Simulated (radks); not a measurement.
Q: The mean radii <r> (bohr) of the occupied orbitals of an atom or ion are listed with their occupations. Calculated with a radial shooting solver on a logarithmic mesh with Libxc functionals: non-relativistic Kohn-Sham, PBE, spin-unpolarised, spherical densities, point nucleus.

| orbital | occ. | <r> |
|---|---|---|
| 1s | 2 | 0.2681 |
| 5f | 1 | 7.818 |

Name the element and its charge.

A: Z = 6, carbon, charge +3: C3+ in [He] 5f1. The 1s radius gives Z: for a bare nucleus <r> = 1.5/Z, 0.25 bohr for Z = 6, and screening makes it slightly larger (0.2681 here). The occupations add up to 3, and the charge is Z minus that.
